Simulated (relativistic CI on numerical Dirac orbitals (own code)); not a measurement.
**N: what numerical and physical settings do to a radial Dirac CI calculation**

Reference input:

```
atom N  Z=7  charge=0  electrons=7
nucleus A=14  rms_radius_fm=2.5582
hamiltonian dirac-coulomb  breit=on  qed=on  c_scale=1
orbitals kli  potential=per-configuration
slater_scale 1
correlation none
mixing on
grid step=0.0125 r_max=62.6
scf mixing=0.4 start=green max_iterations=150 tolerance=2e-08 node_fill=0.05
configurations
  [He] 2s2 2p3
end
```

Computed lowest total energy -54.42028 Ha, first excitation 22394.5 cm⁻¹, 10 SCF steps. Runs with settings changed; * marks those that are bad on purpose:

```
                                                                              Changed        Outcome  Lowest level    ΔE (Ha)  First excitation (cm⁻¹)  SCF steps                          Message
                                                                       Breit term off      converged    2p³ ⁴S°3/2    -0.0047                  22400.2         10                                 
              node fill of the KLI weights 0.01, grid step 0.02, SCF tolerance 0.0001      converged    2p³ ⁴S°3/2  -0.000174                  22442.6          6                                 
                                       SCF mixing 0.05, end of the grid at 187.8 bohr      converged    2p³ ⁴S°3/2  -7.44e-10                  22394.5         12                                 
start potential previous, node fill of the KLI weights 0.01, nuclear radius 2.3024 fm      converged    2p³ ⁴S°3/2  -0.000175                  22442.6         10                                 
                                                         configuration list: repeat *        refused                                                            0  a configuration is listed twice
                                                      end of the grid at 15.65 bohr *  not converged                                                           10          orbital 2p1/2 not found
```

With so few configurations and no correlation, terms lie too far apart (by 10 to 50 % near neutrality), their order can be wrong, and levels of other configurations are missing.
